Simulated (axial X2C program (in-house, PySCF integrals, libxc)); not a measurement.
# Which molecule has these constants?

All values come from calculations with an axial X2C code built on PySCF integrals, spin-free (one-electron X2C) or two-component (2c: spin–orbit coupling with atomic mean-field Coulomb and Gaunt terms, which also bring small scalar terms), in Dyall basis sets with cores contracted in-house; open shells are unrestricted.

A two-component PBE0 calculation in a Dyall 3-zeta basis gave Re = 1.664 Å, ωe = 999.6 cm⁻¹, De = 4.80 eV, Ω = 0.

Question: Which molecule is it?
A. SiN⁻
B. CN⁻
C. GeN⁻

Answer: C. The others have SiN⁻ 1.587 Å and 1197.1 cm⁻¹ (Ω = 0); CN⁻ 1.171 Å and 2148.4 cm⁻¹ (Ω = 0).

Each entry is the lowest single determinant of a limited PBE0 search at one distance. De goes to single-determinant-based atoms at the same level (for ions the charge split of lowest energy) and is withheld (n/a) where an atom does not fit its ground term or J level. Main or longest-lived isotopes. The functionals have no current term, which raises determinants with orbital currents.
